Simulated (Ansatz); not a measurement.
`[OH][SnH]([OH])[OH]` and `OC(O)O` differ in one element.

Ansatz, PBE0-D4/def2-TZVP geometries, multiplicity 1. Each molecule was computed in one conformer, which needn't be the lowest.

Elements past krypton have def2 core potentials.

| property | `[OH][SnH]([OH])[OH]` |
| --- | --- |
| zero-point energy (PBE0-D4/def2-TZVP) / kJ/mol | 121.4 |
| HOMO–LUMO gap (B3LYP/def2-TZVPP) / eV | 7.19 |
| HOMO energy (ωB97M-V/def2-TZVPP) / eV | -11.14 |
| LUMO energy (B3LYP/def2-TZVPP) / eV | -1.29 |
| HOMO–LUMO gap (PBE/def2-TZVPP) / eV | 5.19 |
| HOMO energy (B3LYP/def2-TZVPP) / eV | -8.48 |

Q: Give the same properties after the change, and the shifts. (Estimate.)

A: Computed: 
```
                                      property  `OC(O)O`  shift
zero-point energy (PBE0-D4/def2-TZVP) / kJ/mol     162.1   40.7
         HOMO–LUMO gap (B3LYP/def2-TZVPP) / eV      9.05   1.86
         HOMO energy (ωB97M-V/def2-TZVPP) / eV    -11.11   0.03
           LUMO energy (B3LYP/def2-TZVPP) / eV      0.63   1.92
           HOMO–LUMO gap (PBE/def2-TZVPP) / eV      7.09   1.90
           HOMO energy (B3LYP/def2-TZVPP) / eV     -8.42   0.06
```

With PBE0 the HOMO rises by 0.09 eV and the LUMO rises by 1.96 eV, so the gap widens by about 1.87 eV. PBE moves the HOMO by 0.15 eV and ωB97M-V by 0.03 eV.

B3LYP here is the variant with VWN-RPA as its local correlation; programs differ in this.
